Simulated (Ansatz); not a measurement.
The same path of BH4NO2 + H5NSi (15 atoms, charge 0, multiplicity 1) was run twice with different band settings. Lost on the way: B1–N2, N9–H15. Made: B1–N9, N2–H15.

Method: Ansatz 0.2.0, RKS B3LYP-D4/def2-SVP.

Relaxed end points:

```xyz
15
Properties=species:S:1:pos:R:3
B 0.105 -0.492 0.273
N -0.399 -0.912 1.537
H -1.316 -1.312 1.682
H 0.241 -1.083 2.304
O 1.424 -0.127 0.209
H 1.658 0.233 -0.655
O -0.662 -0.391 -0.864
H -1.583 -0.649 -0.752
N -0.271 2.353 1.756
H -1.150 2.754 1.442
Si 1.213 3.010 1.143
H 2.350 2.475 1.941
H 1.519 2.766 -0.307
H 1.140 4.495 1.300
H -0.363 1.345 1.877
```

```xyz
15
Properties=species:S:1:pos:R:3
B -0.238 1.416 0.635
N -0.226 -2.068 1.322
H -0.493 -2.579 0.477
H 0.616 -2.530 1.673
O 0.780 0.604 1.046
H 0.491 -0.326 1.155
O -1.518 0.954 0.393
H -1.579 0.005 0.552
N 0.038 2.807 0.444
H -0.734 3.387 0.131
Si 1.587 3.565 0.706
H 2.067 3.427 2.114
H 2.656 3.033 -0.191
H 1.411 5.020 0.411
H -0.954 -2.250 2.017
```

Common settings: movable images 9; climbing image yes; spring 5.0 eV/Å²; optimiser quadratic models (default); force threshold 0.05 eV/Å; iteration limit 60; end points relaxed.

| run | start path |
| --- | --- |
| 1 | through a guess of the saddle point |
| 2 | straight line |

**Question.** What does each run give, and how far can it be trusted?

**Answer.** Run 1: converged after 60 iterations, highest image 1.065 eV above the first end. The profile has 3 maxima (images 1, 4, 8) with wells between them (images 3, 6): this band takes more than one step, which may be the mechanism or a detour left from its start path. A vibrational analysis at the climbing image gives one clearly imaginary mode, 1403i cm⁻¹: a first-order saddle point.
Run 2: converged after 32 iterations, highest image 1.180 eV above the first end. The order of the point at the top wasn't checked.
The orbitals stay closed-shell, which can raise the energy where a bond breaks towards radicals; this wasn't checked here.
